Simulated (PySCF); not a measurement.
## Dipole polarisabilities along the 4d series, charge +2

Calculated with PySCF 2.14 for the ground configurations, without spin-orbit coupling: coupled response for Hartree-Fock and DFT. Mean α in bohr³, C₆ of like pairs in atomic units.

| species | α UHF | α PBE | α PBE0 | C₆ UHF | C₆ PBE | C₆ PBE0 |
| --- | --- | --- | --- | --- | --- | --- |
| Zr²⁺ [Kr] 4d2 (aug-cc-pVTZ-PP with one added diffuse shell each of s, p, d, f, g type with ECP28MDF, ECP) | 11.30 | 12.88 | 12.19 | 55.81 | 63.15 | 59.97 |
| Nb²⁺ [Kr] 4d3 (aug-cc-pVTZ-PP with one added diffuse shell each of s, p, d, f, g type with ECP28MDF, ECP) | 10.31 | 11.84 | 11.21 | 53.41 | 61.51 | 58.24 |
| Mo²⁺ [Kr] 4d4 (aug-cc-pVTZ-PP with one added diffuse shell each of s, p, d, f, g type with ECP28MDF, ECP) | 9.220 | 10.60 | 10.05 | 48.67 | 56.51 | 53.43 |
| Tc²⁺ [Kr] 4d5 (aug-cc-pVTZ-PP with one added diffuse shell each of s, p, d, f, g type with ECP28MDF, ECP) | 8.097 | 9.362 | 8.882 | 42.87 | 50.31 | 47.52 |
| Ru²⁺ [Kr] 4d6 (aug-cc-pVTZ-PP with one added diffuse shell each of s, p, d, f, g type with ECP28MDF, ECP) | 7.479 | 8.632 | 8.209 | 39.48 | 46.36 | 43.87 |
| Rh²⁺ [Kr] 4d7 (aug-cc-pVTZ-PP with one added diffuse shell each of s, p, d, f, g type with ECP28MDF, ECP) | 6.726 | 7.782 | 7.410 | 35.22 | 41.51 | 39.32 |
| Pd²⁺ [Kr] 4d8 (aug-cc-pVTZ-PP with one added diffuse shell each of s, p, d, f, g type with ECP28MDF, ECP) | 6.068 | 7.017 | 6.688 | 31.33 | 36.95 | 35.03 |
| Ag²⁺ [Kr] 4d9 (aug-cc-pVTZ-PP with one added diffuse shell each of s, p, d, f, g type with ECP28MDF, ECP) | 5.475 | 6.339 | 6.041 | 27.76 | 32.83 | 31.11 |
| Cd²⁺ [Kr] 4d10 (aug-cc-pVTZ-PP with one added diffuse shell each of s, p, d, f, g type with ECP28MDF, ECP) | 4.891 | 5.668 | 5.403 | 24.17 | 28.64 | 27.14 |
